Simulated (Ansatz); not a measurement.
System: LaCl₂ (charge 0, doublet). The spin state was set by rule; other spins were not relaxed. 
Geometry from a B3LYP-D3(BJ)/def2-TZVP (Ansatz, a quantum-chemistry and plane-wave program) optimisation:
```
La
Cl 1 2.5998
Cl 1 2.5998 2 115.85
```
Charge 0, spin multiplicity 2.

Basis-set convergence of Hartree-Fock and CCSD correlation energies (hartree) with Ansatz. Valence correlation only, unless marked. Open shells are spin-unrestricted. Spin-orbit coupling is left out. The frozen core is the preceding noble-gas configuration, with the filled d and f shells of earlier blocks. Past Kr the def2 sets carry scalar-relativistic core potentials.

```tsv
basis	functions	E(HF)	E(corr, CCSD)
def2-SVP	68	-950.03161	-0.32013
def2-TZVPP	140	[?]	[?]
```

Problem. What belongs in the gaps?

Solution. 
- def2-TZVPP, E(HF): -950.34619
- def2-TZVPP, E(corr, CCSD): -0.45047
